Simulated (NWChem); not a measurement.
System: SbH2Cl; SMILES [Cl][SbH2]

Here is an NWChem input.

```
start job
memory heap 200 mb stack 900 mb global 1100 mb
geometry units angstroms noautoz
  Sb     0.019763     0.553106     0.000000
  H     -1.191657     0.679651     1.216548
  H     -1.191657     0.679651    -1.216548
  Cl     0.053181    -1.830768     0.000000
end
basis spherical
  * library def2-svp
end
ecp
  Sb library def2-ecp
end
dft
  xc xwpbe 1.00 cpbe96 1.0 hfexch 1.00
  cam 0.3 cam_alpha 0.0 cam_beta 1.0
  iterations 150
  vectors input atomic output neutral.movecs
end
task dft energy
charge 1
dft
  odft
  mult 2
  vectors input atomic output cation.movecs
end
task dft energy
```

Coordinates come from a PBE0/def2-SVP optimisation. def2 effective core potentials on Sb; no spin-orbit coupling.

Ions are spin-unrestricted doublets at the neutral geometry; other ion states weren't tried. Functional: LC-ωPBE (HJS hole) with def2-SVP; the question gives the range parameter ω in 1/bohr.

Give the results of this calculation. (LC-wPBE (HJS exchange hole, range parameter 0.3 per bohr)/def2-SVP with def2 effective core potentials on Sb, vertical spin-unrestricted ions.) Quantities: vertical ionisation energy, ΔSCF (eV); −ε(HOMO) (eV).


| Quantity | Result |
|---|---|
| vertical ionisation energy, ΔSCF (eV) | 9.97 |
| −ε(HOMO) (eV) | 9.65 |
